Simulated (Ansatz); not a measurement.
Geometry optimisation, Ansatz 0.2.0, RKS PBE/def2-SVP.

Input file:

```yaml
crystal:
  periodic: [false, false, false]
  atoms:
    - { symbol: Ge, position_ang: [0.14623, 0.133288, -0.166826] }
    - { symbol: F, position_ang: [0.153348, -0.373397, 1.4718] }
    - { symbol: O, position_ang: [1.815152, 0.06556, -0.745891] }
    - { symbol: H, position_ang: [2.215185, -0.812836, -0.582389] }
    - { symbol: Cl, position_ang: [-0.483221, 2.128179, -0.493925] }
    - { symbol: Cl, position_ang: [-0.984104, -1.377137, -1.316435] }
    - { symbol: O, position_ang: [-2.511787, 0.027085, 1.141982] }
    - { symbol: Al, position_ang: [-3.337848, -1.121748, 0.117694] }
    - { symbol: H, position_ang: [-3.443067, -2.660929, 0.546496] }
    - { symbol: H, position_ang: [-4.218996, -0.440063, -1.021184] }
    - { symbol: H, position_ang: [-1.927592, -0.258304, 1.885479] }
basis:
  gaussian: { orbitals: def2-SVP }
hamiltonian:
  xc: pbe
relax:
  f_tol: 0.03
  max_steps: 50
output:
  orbitals: {}
```

Launched with:

```bash
$ ansatz run input.yaml --threads 4 --pin off --max-ram 5120MiB --backend cpu --events-out ev --progress --plain --runs-dir out
```

Question: Where does it end, and by what steps?

Answer: The run converged. After 20 steps the energy has fallen by 0.783 eV; O3 moved furthest, 1.22 Å. Joined: Ge1–O7 (2.96 → 1.89 Å).

```csv
step,energy less start (eV),largest force component (eV/Å),accepted
0,0.0000,0.995,yes
1,-0.0367,0.988,yes
2,-0.0660,1.294,yes
3,-0.1611,1.629,yes
4,-0.2499,2.679,yes
5,-0.3686,0.764,yes
6,-0.4119,0.551,yes
7,-0.4402,0.268,yes
8,-0.4537,0.160,yes
9,-0.4677,0.237,yes
10,-0.4830,0.910,yes
11,-0.5124,1.004,yes
12,-0.5778,1.195,yes
13,-0.6506,1.379,yes
14,-0.6604,1.650,yes
15,-0.7669,0.436,yes
16,-0.7019,0.862,no
17,-0.7775,0.310,yes
18,-0.7816,0.085,yes
19,-0.7823,0.049,yes
20,-0.7829,0.023,yes
```

```xyz
11
Properties=species:S:1:pos:R:3
Ge -0.172 0.221 0.039
F 0.458 0.612 1.657
O 1.101 -0.896 -0.487
H 1.811 -0.822 0.185
Cl -0.377 2.183 -0.807
Cl -1.525 -0.788 -1.890
O -1.737 -0.438 0.865
Al -3.042 -1.276 -0.268
H -3.078 -2.833 0.070
H -4.328 -0.340 -0.363
H -1.689 -0.314 1.836
```

Whether the end is a true minimum wasn't checked by a vibrational analysis.

The run took 56 s on 4 threads of Arm Neoverse V1, on a shared host, peak memory 0.25 GiB.
